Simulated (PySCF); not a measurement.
A structure optimised at PBE-D3(BJ)/def2-SVP, used in a PySCF frequency run:

```
C
H 1 1.1150
C 1 1.5363 2 109.16
H 3 1.1122 1 110.36 2 59.13
H 3 1.1129 4 105.78 1 -119.29
C 1 1.5641 2 107.63 3 -127.17
H 6 1.1105 1 114.65 2 47.47
H 6 1.1130 7 107.05 1 -121.99
Si 3 1.9048 4 107.15 5 -115.08
H 9 1.5055 3 111.69 4 169.92
H 9 1.5065 10 108.11 7 169.23
H 9 1.5074 10 108.17 11 117.45
Si 6 1.9291 7 117.95 8 -121.58
H 13 1.5051 6 117.38 7 89.28
H 13 1.5067 14 109.17 6 128.81
Si 1 1.9432 2 104.84 3 129.59
H 16 1.5069 1 118.18 2 -37.59
H 16 1.5092 17 108.87 1 126.98
```
Charge 0, spin multiplicity 1.

Problem. Write its SMILES and formula.

Solution. [SiH3]C[C@H]1C[SiH2][SiH2]1, C3H12Si3

Problem. What are its rotational constants (standard atomic weights)?

Solution. 3.5815, 0.90250, 0.75932 GHz
